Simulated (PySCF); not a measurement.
Isomers of C7H12O2, one GFN2-xTB conformer each. Single-point energies are computed at PBE0/pcSseg-1 (PySCF, gas phase, no added dispersion term), electronic only.

| SMILES | GFN2-xTB relative energy (kcal/mol) |
| --- | --- |
| CCO[C@@H]1CCC(=O)C1 | 0.0 |
| OCC1=C[C@@H](O)CCC1 | 11.9 |

Conformers: `[CH3:1][CH2:2][O:3][C@@H:4]1[CH2:5][CH2:6][C:7](=[O:8])[CH2:9]1` with C1–C2–O3–C4 -177°, C2–O3–C4–C5 -163°, O3–C4–C5–C6 -82°, C4–C5–C6–C7 -31°, C5–C6–C7–O8 -167°, C6–C7–C9–C4 10°; `[OH:1][CH2:2][C:3]1=[CH:4][C@@H:5]([OH:6])[CH2:7][CH2:8][CH2:9]1` with H–O1–C2–C3 -58°, O1–C2–C3–C4 115°, C4–C5–O6–H 62°, C3–C4–C5–O6 -141°, C4–C5–C7–C8 47°, C5–C7–C8–C9 -65°, C7–C8–C9–C3 47°.

What does PBE0/pcSseg-1 give for the same structures?

```json
{"SMILES": "CCO[C@@H]1CCC(=O)C1", "PBE0/pcSseg-1 E (Eh)": "-423.87286", "PBE0/pcSseg-1 (kcal/mol)": "0.0", "GFN2-xTB (kcal/mol)": "0.0", "point group": "C1"}
{"SMILES": "OCC1=C[C@@H](O)CCC1", "PBE0/pcSseg-1 E (Eh)": "-423.85868", "PBE0/pcSseg-1 (kcal/mol)": "8.9", "GFN2-xTB (kcal/mol)": "11.9", "point group": "C1"}
```

Both levels put the same isomer lowest. As drawn, the lower has a C=O bond, which the higher lacks; the higher has an O–H bond and a C=C bond outside aromatic rings, which the lower lacks.

Which frontier levels, dipoles and rotational constants go with these structures?

```
             SMILES  HOMO (eV, PBE0/pcSseg-1)  LUMO (eV)  dipole (D)       A, B, C (MHz)
CCO[C@@H]1CCC(=O)C1                     -6.98      -0.42        3.34  3030, 947.6, 857.7
OCC1=C[C@@H](O)CCC1                     -7.21       0.02        0.69   2852, 1062, 837.8
```

As an exercise, what shares would exp(−E/RT) give at 2000 K from these electronic energies alone (no entropy, no degeneracies)?

RT = 3.974 kcal/mol: CCO[C@@H]1CCC(=O)C1 90.4 %, OCC1=C[C@@H](O)CCC1 9.6 %.
